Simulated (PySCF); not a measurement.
PySCF input (TPSSh/def2-TZVPD):

```python
from pyscf import gto, scf, dft

mol = gto.M(
    atom='''
    C    -0.00000000   -0.00000000   -1.83145497
    I     0.00000000    0.00000000    0.20733452
    ''',
    basis='def2-tzvpd',
    ecp='def2-tzvp',
    charge=0,
    spin=1,
    symmetry='C2v',
    verbose=4,
)

mf = dft.UKS(mol, xc='tpssh').density_fit(auxbasis='def2-universal-jkfit')
mf.grids.level = 3
mf.conv_tol = 1e-9
mf.max_cycle = 100
mf.max_memory = 1500
mf.kernel()
if not mf.converged:
    mf = mf.newton()
    mf.kernel(mf.make_rdm1())
mf.analyze()
```

Output:

```
ECP def2-tzvp not found for  C
PySCF version 2.14.0

[INPUT] verbose = 4
[INPUT] num. atoms = 2
[INPUT] num. electrons = 31
[INPUT] charge = 0
[INPUT] spin (= nelec alpha-beta = 2S) = 1
[INPUT] symmetry C2v subgroup None
[INPUT] Mole.unit = angstrom
[INPUT] Symbol           X                Y                Z      unit          X                Y                Z       unit  Magmom
[INPUT]  1 C      0.000000000000   0.000000000000  -1.831454970000 AA    0.000000000000   0.000000000000  -3.460948302774 Bohr   0.0
[INPUT]  2 I      0.000000000000   0.000000000000   0.207334520000 AA    0.000000000000   0.000000000000   0.391805458968 Bohr   0.0

nuclear repulsion = 38.9331914978628
point group symmetry = Coov, use subgroup C2v
symmetry origin: [ 0.00000000e+00  0.00000000e+00 -8.32760663e-09]
symmetry axis x: [1. 0. 0.]
symmetry axis y: [0. 1. 0.]
symmetry axis z: [0. 0. 1.]
num. orbitals of irrep A1 = 42
num. orbitals of irrep A2 = 10
num. orbitals of irrep B1 = 22
num. orbitals of irrep B2 = 22
number of shells = 32
number of NR pGTOs = 156
number of NR cGTOs = 96
basis = def2-tzvpd
ecp = def2-tzvp

******** <class 'pyscf.df.df_jk.DFSymAdaptedUKS'> ********
method = DFSymAdaptedUKS
initial guess = minao
damping factor = 0
level_shift factor = 0
DIIS = <class 'pyscf.scf.diis.CDIIS'>
diis_start_cycle = 1
diis_space = 8
diis_damp = 0
SCF conv_tol = 1e-09
SCF conv_tol_grad = None
SCF max_cycles = 100
direct_scf = False
number electrons alpha = 16  beta = 15
XC library pyscf.dft.libxc version 7.1.2
    S. Lehtola, C. Steigemann, M. J. T. Oliveira, and M. A. L. Marques,  SoftwareX 7, 1–5 (2018)
XC functionals = tpssh
    V. N. Staroverov, G. E. Scuseria, J. Tao, and J. P. Perdew,  J. Chem. Phys. 119, 12129 (2003)
radial grids:
    Treutler-Ahlrichs [JCP 102, 346 (1995); DOI:10.1063/1.469408] (M4) radial grids

becke partition: Becke, JCP 88, 2547 (1988); DOI:10.1063/1.454033
pruning grids: <function nwchem_prune>
grids dens level: 3
symmetrized grids: C2v
atomic radii adjust function: <function treutler_atomic_radii_adjust>
small_rho_cutoff = 0
Freeze 0 electrons in irreps []
    31 free electrons in irreps A1 A2 B1 B2
Set gradient conv threshold to 3.16228e-05
[...]
beta  HOMO (A1) = -0.29478185544717  LUMO (B2) = -0.134663243123208
  HOMO = -0.214480720138  LUMO = -0.153251916545  gap/eV = 1.66612
Extra cycle  E= -335.566922522191  delta_E= -2.27e-11  |g|= 2.71e-06  |ddm|= 9.41e-06
converged SCF energy = -335.566922522191  <S^2> = 0.75854  2S+1 = 2.0085218
**** SCF Summaries ****
Total Energy =                        -335.566922522190737
Nuclear Repulsion Energy =              38.933191497862786
One-electron Energy =                 -645.464870727060998
Two-electron Energy =                  270.964756707007496
Two-electron Coulomb Energy =          298.357521029635961
DFT Exchange-Correlation Energy =      -27.392764322628491
HOMO-LUMO gap [eV] =                     1.666120610103015
Wave-function symmetry = B1
alpha occupancy for each irrep:     A1   A2   B1   B2
                                     8    1    4    3
beta  occupancy for each irrep:     A1   A2   B1   B2
                                     8    1    3    3
**** MO energy ****
alpha MO #1 (A1 #1), energy= -10.2327784849832 occ= 1
alpha MO #2 (A1 #2), energy= -6.79895357870741 occ= 1
alpha MO #3 (A1 #3), energy= -4.832084578661 occ= 1
alpha MO #4 (B2 #1), energy= -4.8291121872891 occ= 1
alpha MO #5 (B1 #1), energy= -4.82472047786406 occ= 1
alpha MO #6 (A1 #4), energy= -1.90716788304057 occ= 1
alpha MO #7 (B2 #2), energy= -1.90592547423827 occ= 1
alpha MO #8 (B1 #2), energy= -1.90234835485869 occ= 1
alpha MO #9 (A2 #1), energy= -1.89964542953802 occ= 1
alpha MO #10 (A1 #5), energy= -1.89904845694421 occ= 1
alpha MO #11 (A1 #6), energy= -0.745645089883093 occ= 1
alpha MO #12 (A1 #7), energy= -0.551296055837341 occ= 1
alpha MO #13 (B1 #3), energy= -0.325890287907382 occ= 1
alpha MO #14 (B2 #3), energy= -0.316074595250726 occ= 1
alpha MO #15 (A1 #8), energy= -0.307430807074953 occ= 1
alpha MO #16 (B1 #4), energy= -0.214480720137668 occ= 1
alpha MO #17 (B2 #4), energy= -0.153251916544994 occ= 0
alpha MO #18 (A1 #9), energy= -0.0464774015190557 occ= 0
alpha MO #19 (A1 #10), energy= 0.00980457864778828 occ= 0
alpha MO #20 (B2 #5), energy= 0.0245330750382626 occ= 0
alpha MO #21 (B1 #5), energy= 0.0253129563154122 occ= 0
alpha MO #22 (A1 #11), energy= 0.0426654336648671 occ= 0
alpha MO #23 (A2 #2), energy= 0.0750308210735446 occ= 0
alpha MO #24 (A1 #12), energy= 0.0752350639144872 occ= 0
alpha MO #25 (A1 #13), energy= 0.0890938802153585 occ= 0
alpha MO #26 (B1 #6), energy= 0.104773099126524 occ= 0
alpha MO #27 (B2 #6), energy= 0.10795896650661 occ= 0
alpha MO #28 (A1 #14), energy= 0.163781523963246 occ= 0
alpha MO #29 (A1 #15), energy= 0.191368197792849 occ= 0
alpha MO #30 (B1 #7), energy= 0.200483910071299 occ= 0
alpha MO #31 (B2 #7), energy= 0.201184123581536 occ= 0
alpha MO #32 (A2 #3), energy= 0.231550779265082 occ= 0
alpha MO #33 (A1 #16), energy= 0.232501598813981 occ= 0
alpha MO #34 (B2 #8), energy= 0.239585678561529 occ= 0
alpha MO #35 (B1 #8), energy= 0.242572190176924 occ= 0
alpha MO #36 (A2 #4), energy= 0.320289992763753 occ= 0
alpha MO #37 (A1 #17), energy= 0.320400373832664 occ= 0
alpha MO #38 (A1 #18), energy= 0.335344656282277 occ= 0
alpha MO #39 (B1 #9), energy= 0.348322977124996 occ= 0
alpha MO #40 (B2 #9), energy= 0.353957101924579 occ= 0
alpha MO #41 (A1 #19), energy= 0.390376712847896 occ= 0
alpha MO #42 (A1 #20), energy= 0.397907871062983 occ= 0
alpha MO #43 (B1 #10), energy= 0.436644976752066 occ= 0
alpha MO #44 (B2 #10), energy= 0.438958619471046 occ= 0
alpha MO #45 (A1 #21), energy= 0.469298488397495 occ= 0
alpha MO #46 (B2 #11), energy= 0.713489131259739 occ= 0
alpha MO #47 (B1 #11), energy= 0.714575006707426 occ= 0
alpha MO #48 (A1 #22), energy= 0.72268767466004 occ= 0
alpha MO #49 (A2 #5), energy= 0.769448657959055 occ= 0
alpha MO #50 (A1 #23), energy= 0.77131006923876 occ= 0
alpha MO #51 (B1 #12), energy= 0.816818459214509 occ= 0
alpha MO #52 (B2 #12), energy= 0.816828156515667 occ= 0
alpha MO #53 (A2 #6), energy= 0.890092396786448 occ= 0
alpha MO #54 (A1 #24), energy= 0.892279452788067 occ= 0
alpha MO #55 (A1 #25), energy= 0.91783954499831 occ= 0
alpha MO #56 (B1 #13), energy= 1.0723517008997 occ= 0
alpha MO #57 (B2 #13), energy= 1.07284983950099 occ= 0
alpha MO #58 (A1 #26), energy= 1.14857433038029 occ= 0
alpha MO #59 (B2 #14), energy= 1.18585980271132 occ= 0
alpha MO #60 (B1 #14), energy= 1.18979737377591 occ= 0
alpha MO #61 (A1 #27), energy= 1.40023213396048 occ= 0
alpha MO #62 (A1 #28), energy= 1.44622075700781 occ= 0
alpha MO #63 (A2 #7), energy= 1.44667101059753 occ= 0
alpha MO #64 (A1 #29), energy= 1.44680218346208 occ= 0
alpha MO #65 (B2 #15), energy= 1.47134235048324 occ= 0
alpha MO #66 (B1 #15), energy= 1.47436816621179 occ= 0
alpha MO #67 (A1 #30), energy= 1.51440582240995 occ= 0
alpha MO #68 (B1 #16), energy= 1.55146824102897 occ= 0
alpha MO #69 (B2 #16), energy= 1.55976020459557 occ= 0
alpha MO #70 (A1 #31), energy= 2.08442051641191 occ= 0
alpha MO #71 (A2 #8), energy= 2.65342438098156 occ= 0
alpha MO #72 (A1 #32), energy= 2.6556361451409 occ= 0
alpha MO #73 (B1 #17), energy= 2.66773327125393 occ= 0
alpha MO #74 (B2 #17), energy= 2.66916483835102 occ= 0
alpha MO #75 (B2 #18), energy= 2.7163580728685 occ= 0
alpha MO #76 (B1 #18), energy= 2.72790760528877 occ= 0
alpha MO #77 (A1 #33), energy= 2.89572174382782 occ= 0
alpha MO #78 (B1 #19), energy= 2.98752122929927 occ= 0
alpha MO #79 (B2 #19), energy= 2.9875301656555 occ= 0
alpha MO #80 (A2 #9), energy= 3.00879746172768 occ= 0
alpha MO #81 (A1 #34), energy= 3.00880568037989 occ= 0
alpha MO #82 (B1 #20), energy= 3.08219773849867 occ= 0
alpha MO #83 (B2 #20), energy= 3.08255536644391 occ= 0
alpha MO #84 (A2 #10), energy= 3.10101250349358 occ= 0
alpha MO #85 (A1 #35), energy= 3.10108177225112 occ= 0
alpha MO #86 (B2 #21), energy= 3.37265514787995 occ= 0
alpha MO #87 (B1 #21), energy= 3.38035250051456 occ= 0
alpha MO #88 (A1 #36), energy= 3.41399527736643 occ= 0
alpha MO #89 (A1 #37), energy= 3.5783625724768 occ= 0
alpha MO #90 (A1 #38), energy= 4.46317430970413 occ= 0
alpha MO #91 (A1 #39), energy= 21.6689295850815 occ= 0
alpha MO #92 (B2 #22), energy= 34.4339706452199 occ= 0
alpha MO #93 (B1 #22), energy= 34.4356316593387 occ= 0
alpha MO #94 (A1 #40), energy= 34.6582381227438 occ= 0
alpha MO #95 (A1 #41), energy= 42.8106198398238 occ= 0
alpha MO #96 (A1 #42), energy= 118.130736756151 occ= 0
beta  MO #1 (A1 #1), energy= -10.2170441511139 occ= 1
beta  MO #2 (A1 #2), energy= -6.79866049578895 occ= 1
beta  MO #3 (A1 #3), energy= -4.83191401300946 occ= 1
beta  MO #4 (B2 #1), energy= -4.82930967996008 occ= 1
beta  MO #5 (B1 #1), energy= -4.82383919153481 occ= 1
beta  MO #6 (A1 #4), energy= -1.90728091542197 occ= 1
[...]
```
